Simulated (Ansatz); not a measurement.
`B[O][GaH2]` + `C#C[SiH2]O` → `BO[SiH2]C#C` + `[OH][GaH2]` at 500 K and 1 bar (ligand exchange at a B–O bond).

Computed with Ansatz on PBE0-D4/def2-TZVP structures; ΔE is electronic, products minus reactants. CCSD(T)/CBS is the MP2 limit (def2-TZVPP, def2-QZVPP) plus CCSD(T) − MP2 in def2-TZVPP, frozen cores. For Ga outer-core shells are correlated without core-valence functions, which leaves a few kJ/mol of doubt a bond. Scalar relativity is left out up to krypton. One conformer a species, not always the lowest.

```json
{"species": "`B[O][GaH2]`", "CCSD(T)/CBS energy (Eh)": "-2026.35181", "H − E (kJ/mol)": "135.2", "S (J/(mol·K))": "360.8"}
{"species": "`C#C[SiH2]O`", "CCSD(T)/CBS energy (Eh)": "-442.75166", "H − E (kJ/mol)": "170.6", "S (J/(mol·K))": "362.2"}
{"species": "`BO[SiH2]C#C`", "CCSD(T)/CBS energy (Eh)": "-468.17507", "H − E (kJ/mol)": "210.4", "S (J/(mol·K))": "408.7"}
{"species": "`[OH][GaH2]`", "CCSD(T)/CBS energy (Eh)": "-2000.92981", "H − E (kJ/mol)": "96.0", "S (J/(mol·K))": "296.8"}
```

H − E and S are ideal-gas, rigid-rotor, harmonic terms from PBE0-D4/def2-TZVP, for one conformer and one mirror image of each species. 1 Eh = 2625.50 kJ/mol, R = 8.31446 J/(mol·K).

Task: By hand: ΔE, ΔH, ΔS and ΔG.

Result: ΔE = (-468.17507) + (-2000.92981) − (-2026.35181) − (-442.75166) = -0.00141 Eh = -3.7 kJ/mol. Δ(H − E) = 210.4 + 96.0 − 135.2 − 170.6 = 0.6, so ΔH = -3.1 kJ/mol. ΔS = 408.7 + 296.8 − 360.8 − 362.2 = -17.5 J/(mol·K). ΔG = -3.1 − 500 × (-17.5)/1000 = 5.7 kJ/mol.

Task: By hand: the equilibrium constant, and the temperature at which ΔG would vanish if ΔH and ΔS stayed fixed.

Result: log₁₀ K = −ΔG/(RT ln 10) = -0.6. ΔG = 0 at ΔH/ΔS = 177 K, though so small a ΔH makes that figure unsure.

TΔS isn't small against ΔH here. The sign of ΔG lies within the doubt. A doubt of 5 kJ/mol in ΔE shifts log₁₀ K by 0.5 here. Other conformers and mirror images would add mixing entropy, several J/(mol·K) or more a flexible species. Modes under 60 cm⁻¹, often nearly free rotors, make the harmonic entropy too high. These are equilibria of isolated gas molecules and say nothing of rates. Largest T1 diagnostic: 0.016 (customary marks: 0.02 for closed shells, 0.045 for open ones).
